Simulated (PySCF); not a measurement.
Compound: C7H8O2.
Geometry (PBE0-D3(BJ)/def2-SVP, Å), atoms numbered from 1 in this order:
```
atom  x, y, z in Å
C1     3.2071    0.6037   -0.2383
C2     2.0066    0.4480   -0.2433
C3     0.5613    0.2660   -0.2205
C4     0.1358   -1.0865    0.3513
C5    -1.3787   -1.1910    0.3005
C6    -2.1448    0.0428    0.7333
O7    -3.3070    0.0128    1.0180
O8    -1.5040    1.2284    0.7118
C9    -0.0982    1.3644    0.6092
H10    4.2732    0.7390   -0.2424
H11    0.1849    0.3445   -1.2581
H12    0.4996   -1.1592    1.3899
H13    0.6038   -1.9111   -0.2059
H14   -1.7635   -2.0282    0.8993
H15   -1.7132   -1.3847   -0.7339
H16    0.0813    2.3532    0.1655
H17    0.3384    1.3663    1.6233
```

Linear response at wB97X-D/def2-SVPD (PySCF, frozen core in the response, non-relativistic).

Static isotropic polarisability: 84.93 au (12.59 Å³), principal values 63.7, 75.0, 116.0 au.

(1) What is the polarisability at 1064 nm and at the sodium D line?

(2) What is the isotropic C6 coefficient between two such molecules, C6 = (3/π)∫α(iω)² dω?

(3) Which effective excitation energy ω̄ makes London's formula C6 = (3/4)α²ω̄ exact here?

(4) The lowest 6 singlets have (eV, f): 5.69, 0.001; 6.61, 0.000; 6.86, 0.001; 6.87, 0.001; 7.66, 0.079; 7.85, 0.050. What share of the static polarisability do they carry in the sum over states α = Σ f/ω²?

(5) What molar refraction at the D line follows from R = (4π/3)·N_A·α′, with α′ the polarisability volume?

(6) How many electrons N does the Slater–Kirkwood formula C6 = (3/4)·√N·α^(3/2) need to give this C6?

## Answers

(1) 85.58 au at 1064 nm (+0.8 %), 87.12 au at 589.3 nm (+2.6 %). The rise at 589.3 nm is 3.35 times that at 1064 nm; a pure ω² law gives 3.26. The lowest singlet lies at 218 nm, shorter than both wavelengths.

(2) 3107 au (Eh·bohr⁶) by a ten-point quadrature over imaginary frequencies, which is 1860 eV·Å⁶ or 179 J·nm⁶/mol.

(3) ω̄ = 4·C6/(3α²) = 0.574 Eh = 15.6 eV. A one-pole form α(ω) = α/(1 − ω²/ω̄²) fitted to the 1064 nm value gives 13.3 eV.

(4) 1.66 au, 2.0 % of α; the largest term, 1.00 au, is that of the state at 7.66 eV. Their oscillator strengths add up to 0.13. Higher states carry the rest.

(5) α′ = 12.91 Å³ gives R = 32.56 cm³/mol, for isolated, non-vibrating species.

(6) N = (4·C6/3)²/α³ = 28.0; the species has 66 electrons in all.

Hardware: an AMD EPYC 7R43 with one thread, shared host. Cost: 67 s wall, 1.1 GiB resident at most. This is the whole response run at wB97X-D/def2-SVPD, SCF included.

One conformer stands for the species.

Note: wB97X-D ran without an empirical dispersion term, which enters the total energy and its gradient alone.
